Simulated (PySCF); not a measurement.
TPSS on As (arsenic, neutral), [Ar] 3d10 4s1 4p3 4d1, high-spin 6D determinant (an excited configuration). All numbers are calculated (PySCF 2.14, the spin-free X2C one-electron Hamiltonian (Gaussian nucleus), in aug-cc-pVTZ-DK (7s6p4d2f, 59 functions)).

```
cycle= 1 E= -2260.09583718887  delta_E= -0.00751  |g|= 0.15  |ddm|= 0.323
cycle= 2 E= -2260.09666816644  delta_E= -0.000831  |g|= 0.126  |ddm|= 0.201
cycle= 3 E= -2260.09946918356  delta_E= -0.0028  |g|= 0.00344  |ddm|= 0.0913
cycle= 4 E= -2260.09947502569  delta_E= -5.84e-06  |g|= 0.000124  |ddm|= 0.00673
cycle= 5 E= -2260.09947503195  delta_E= -6.26e-09  |g|= 8.89e-06  |ddm|= 0.000318
cycle= 6 E= -2260.09947503197  delta_E= -2.27e-11  |g|= 4.65e-07  |ddm|= 1.67e-05
converged SCF energy = -2260.09947503197  <S^2> = 8.7510821  2S+1 = 6.0003607
```

Highest occupied orbital energy: 0.520 eV; ⟨L²⟩ = 6.01; populations by l: s 7.00, p 15.00, d 11.00, f 0.00.

(1) Can this result be used?

Results:

(1) Not for this state. The run converged. The outer electron is Rydberg-like, and this basis confines it to a smaller radius and binds it less than a complete one would. At TPSS the highest occupied level has a positive energy, so only the finite basis holds that electron; for this excited configuration the basis is too tight for the outer shell.
